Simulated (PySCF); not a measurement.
**RuF6 by CASSCF and spin-orbit coupling**

RuF6 holds Ru(VI), d2, at total charge 0. The structure is a PBE0-D3(BJ)/def2-TZVP geometry optimised for multiplicity 3; coordination octahedral, point group Oh, metal–donor distances 1.81 Å.

The d shell alone is too small an active space for RuF6 (an active orbital has only 0.53 squared overlap with the free ion's shell): its levels, fitted parameters, g values and moments show what this model gives and aren't sound predictions.

```
7

Ru    0.000    0.000    0.000
F     0.000    1.807    0.000
F     0.000   -1.807    0.000
F     0.000    0.000    1.807
F     0.000    0.000   -1.807
F     1.807    0.000    0.000
F    -1.807    0.000    0.000
```

Method (PySCF 2.14, density fitting): CASSCF(2,5) with orbitals averaged over all microstates of the shell, strongly contracted NEVPT2 on the averaged canonical orbitals; basis x2c-TZVPall on the metal, x2c-SVPall elsewhere; spin-free X2C; gas phase; spin-orbit coupling by state interaction with the mean-field operator over all roots.

## Spin-free states

```
2S+1  deg.  symmetry  free-ion term  CASSCF / cm⁻¹  NEVPT2 / cm⁻¹  f(ED)
   3     3      3T1g        3F 0.85              0              0      –
   1     2       1Eg        1G 0.55          10260           6695      –
   1     3      1T2g        1G 0.52           8599           7164      –
   1     1      1A1g        1G 0.50          22151          15818      –
   3     3      3T2g        3F 1.00          39458          39607      0
   3     3      3T1g        3P 0.85          48751          43228      0
   1     3      1T2g        1D 0.52          48327          46270      –
   1     3      1T1g        1G 1.00          53310          47564      –
   3     1      3A2g        3F 1.00          79268          79865      0
   1     2       1Eg        1D 0.55          91736          85913      –
   1     1      1A1g        1S 0.50         104971          91814      –
```

Energies are counted from the ground state at NEVPT2 level. Weights follow the labels. f(ED) is the electric-dipole oscillator strength from the ground state at the fixed geometry, without vibronic coupling; occupations, where given, run over the ligand-field orbitals from the lowest.

## Magnetism

Degenerate or low-lying orbital states mix with the ground state, so no spin-only Hamiltonian applies. The lowest spin-orbit level is 2-fold; the next lies at 36.6 cm⁻¹. The two lowest states form a pseudo-doublet split by 0.001 cm⁻¹ with g_z = 0.00. μeff is 1.70 μB at 300 K and 0.79 μB at 10 K; the spin-only value is 2.83 μB.

```
T / K  χT / cm³ K mol⁻¹  μeff / μB
    2             0.016       0.35
    5             0.039       0.56
   10             0.077       0.79
   20             0.140       1.06
   30             0.175       1.18
   50             0.209       1.29
   75             0.231       1.36
  100             0.248       1.41
  150             0.279       1.49
  200             0.307       1.57
  250             0.335       1.64
  300             0.363       1.70
```

Powder magnetisation at 2 K: 0.01 μB at 0.5 T, 0.01 μB at 1 T, 0.03 μB at 2 T, 0.04 μB at 3 T, 0.07 μB at 5 T, 0.10 μB at 7 T.

## Spin-orbit levels

```json
{"E / cm⁻¹": "0.0", "deg.": "2", "make-up": "0.98 3T1g"}
{"E / cm⁻¹": "36.6", "deg.": "3", "make-up": "0.99 3T1g"}
{"E / cm⁻¹": "1337.7", "deg.": "3", "make-up": "1.00 3T1g"}
{"E / cm⁻¹": "1815.3", "deg.": "1", "make-up": "0.99 3T1g"}
{"E / cm⁻¹": "7516.6", "deg.": "2", "make-up": "0.98 1Eg"}
{"E / cm⁻¹": "7949.2", "deg.": "3", "make-up": "0.99 1T2g"}
{"E / cm⁻¹": "16667.2", "deg.": "1", "make-up": "0.99 1A1g"}
{"E / cm⁻¹": "39843.4", "deg.": "1", "make-up": "1.00 3T2g"}
{"E / cm⁻¹": "40078.2", "deg.": "3", "make-up": "0.99 3T2g"}
{"E / cm⁻¹": "40543.3", "deg.": "2", "make-up": "0.96 3T2g + 0.03 3T1g"}
```

Only the lowest levels are listed: 21 of 45 states.

No frequencies were computed for the optimised geometry. Charge-transfer states lie outside this active space and may come lower than some of these levels. The ground state is orbitally degenerate in this regular structure, which would distort (Jahn–Teller), so its moment is that of the undistorted model. NEVPT2 on the d shell alone tends to put d–d bands too high for such charged or covalently bound ions.

The job took 24 s on one thread of Arm Neoverse N1 (shared host), with 147 basis functions, launched as `OMP_NUM_THREADS=1 python lf_run.py task.json out`.
